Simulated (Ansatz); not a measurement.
Cartesian coordinates in Å:
```
F -2.2310 1.1887 1.5774
C -1.1505 0.5025 1.3254
F -0.7138 -0.1384 2.3755
C -0.5543 0.4750 0.1363
F -1.1326 1.1341 -0.8735
C 0.7041 -0.1839 -0.1484
F 1.6097 -0.2065 0.8354
C 1.0337 -0.7294 -1.3162
F 0.2233 -0.8149 -2.3361
F 2.2113 -1.2273 -1.5758
```

Total charge 0; spin multiplicity 1.

(1) List the CAM-B3LYP/def2-TZVPP orbital energies in eV (Ansatz 0.2.0). (An estimate is asked.)

Results:

(1) Computed: Occupied: -675.62, -675.62, -675.60, -675.60, -674.85, -674.85, -284.36, -284.36, -282.33, -282.32, -38.46, -38.43, -36.86, -36.79, -36.64, -36.45, -25.52, -24.03, -21.10, -20.17, -19.27, -19.05, -18.47, -18.21, -17.60, -17.42, -17.05, -15.74, -15.40, -15.33, -15.28, -15.15, -15.13, -14.68, -14.51, -14.47, -13.11, -10.42, -8.51. Lowest empty: 0.04, 1.46, 2.40, 3.04, 3.50, 4.11, 5.38, 5.72.
